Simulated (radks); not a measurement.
Neutral lanthanum inside a hard spherical wall (all orbitals vanish at R), configuration held at [Xe] 5d1 6s2 and not refilled when levels cross. Calculated with a radial shooting solver on a logarithmic mesh with Libxc functionals: scalar-relativistic Kohn-Sham, LDA (Slater exchange, Perdew-Wang correlation), spin-polarised, spherical densities, finite nucleus; open shells are filled with parallel spins first (spin-orbit coupling, left out, can overturn this in heavy ions); Fermi nuclear charge, rms radius 4.855 fm. Eigenvalues in eV for spin up, with the zero of energy where the potential of the charges vanishes at infinity; a dash marks a level that is unbound or too diffuse for the functional's potential to be trusted. A positive occupied level is held by the wall or, in an anion where self-interaction has pushed it up, behind a barrier. The pressure on the wall is -dE/dV.

| R (bohr) | E (hartree) | kinetic (hartree) | e(5s) | e(5p) | e(6s) | e(5d) | e(6p, empty) | e(7s, empty) | pressure (GPa) |
|---|---|---|---|---|---|---|---|---|---|
| free | -8486.5041 | 8973.731 | -39.176 | -22.628 | -3.940 | -3.392 | -1.476 | -0.097 | 0 |
| 20 | -8486.5041 | 8973.731 | -39.176 | -22.628 | -3.940 | -3.392 | -1.475 | 0.022 | < 0.0001 |
| 12 | -8486.5036 | 8973.736 | -39.134 | -22.587 | -3.907 | -3.356 | -1.381 | 1.189 | 0.00832 |
| 10 | -8486.5005 | 8973.762 | -38.970 | -22.427 | -3.775 | -3.217 | -1.109 | 2.720 | 0.0826 |
| 7 | -8486.4418 | 8974.081 | -37.594 | -21.102 | -2.348 | -2.019 | 1.234 | 11.175 | 2.79 |
| 5 | -8486.0690 | 8975.589 | -34.007 | -17.728 | 3.783 | 1.705 | 10.033 | 35.286 | 42.5 |
| 3 | -8481.2048 | 8993.263 | -16.445 | 0.752 | 56.752 | 26.795 | 73.674 | 170.15 | 2130 |
